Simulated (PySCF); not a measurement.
Correlation energy of Ni¹⁸⁺ (nickel, charge +18)

Starting occupation: [Ne]. Computed with PySCF 2.14 in an uncontracted even-tempered set (18 s from 0.94 bohr⁻², ratio 2.6; 12 p from 1.2 bohr⁻², ratio 2.6; 6 d from 1.3 bohr⁻², ratio 2.8; 3 f from 38 bohr⁻², ratio 2.8), with X2C-1e with screened-nucleus spin-orbit coupling, Gaussian nucleus. Frozen: 1s2; 8 electrons correlated; the 50 highest virtual spinors left out.

MP2 pair energies summed by pair of shells (mhartree):

```csv
pair,energy,share (%)
2p1/2-2p3/2,-96.73,33.5
2p3/2-2p3/2,-92.23,31.9
2p3/2-2s1/2,-44.20,15.3
2p1/2-2s1/2,-22.26,7.7
2p1/2-2p1/2,-22.12,7.7
2s1/2-2s1/2,-11.35,3.9
```

Total MP2 correlation energy: -288.89 mhartree.

The virtual space was cut to 44 spinors, which keep -221.14 of the -288.89 mhartree of MP2 correlation.

```tsv
level	correlation energy (mhartree)
CCSD	-223.16
(T)	-0.08
CCSD(T)	-223.24
```

Diagnostics: T1 = 0.00017, largest double amplitude 0.006.

Cost of the coupled-cluster step: of the order of 11 core-seconds, for 8 occupied and 44 virtual spinors.

Iterations:

```
Init t2, MP2 energy = -0.221141899818335
CCSD nocc = 8, nmo = 52
Init t2, MP2 energy = -0.221141899818335
Init E_corr(GCCSD) = -0.221141899818335
cycle = 1  E_corr(GCCSD) = -0.223068065101482  dE = -0.00192616528  norm(t1,t2) = 0.000952703
cycle = 2  E_corr(GCCSD) = -0.223151784755173  dE = -8.37196537e-05  norm(t1,t2) = 5.91269e-05
cycle = 3  E_corr(GCCSD) = -0.223156385365643  dE = -4.60061047e-06  norm(t1,t2) = 4.68312e-06
cycle = 4  E_corr(GCCSD) = -0.223156352832783  dE = 3.25328597e-08  norm(t1,t2) = 5.6959e-08
cycle = 5  E_corr(GCCSD) = -0.223156352013382  dE = 8.19401935e-10  norm(t1,t2) = 2.59992e-09
GCCSD converged
E(GCCSD) = -1350.088135705848  E_corr = -0.2231563520133815
```

The coupled-cluster values are those of the cut space; adding the MP2 remainder, -67.75 mhartree, estimates the full space.
